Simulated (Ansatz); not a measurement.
Molecule: C₂H₆B, net charge -1, singlet state. It need not be the lowest isomer of its formula. Whether it binds its extra electron was not tested at this geometry. 
Coordinates optimised at B3LYP-D3(BJ)/def2-TZVP (Ansatz, a first-principles code):
SMILES: [CH2-]BC
```xyz
9

B      0.1692    -0.4497     0.2538
C      1.3280     0.0464    -0.4633
C     -1.2816     0.2651     0.2343
H      0.2327    -1.4687     0.9329
H      2.3073    -0.4356    -0.4504
H      1.3103     0.9512    -1.0788
H     -1.2901     1.1717    -0.3855
H     -1.6158     0.5592     1.2408
H     -2.0689    -0.3986    -0.1541
```
Charge -1, spin multiplicity 1.

Basis-set convergence of Hartree-Fock and CCSD(T) correlation energies (hartree) with Ansatz. Cores are frozen in the correlated levels unless marked. Spin-orbit coupling is left out. No relativistic terms.

```json
[
 {"basis": "aug-cc-pVDZ", "functions": "123", "E(HF)": "-103.88995", "E(corr, CCSD(T))": "-0.47275", "rough core time": "under 20 s"},
 {"basis": "aug-cc-pVTZ", "functions": "276", "E(HF)": "?", "E(corr, CCSD(T))": "?", "rough core time": "70 s"}
]
```

### Question
Some entries are withheld; supply them.

### Answer

- aug-cc-pVTZ, E(HF): -103.91689
- aug-cc-pVTZ, E(corr, CCSD(T)): -0.54777
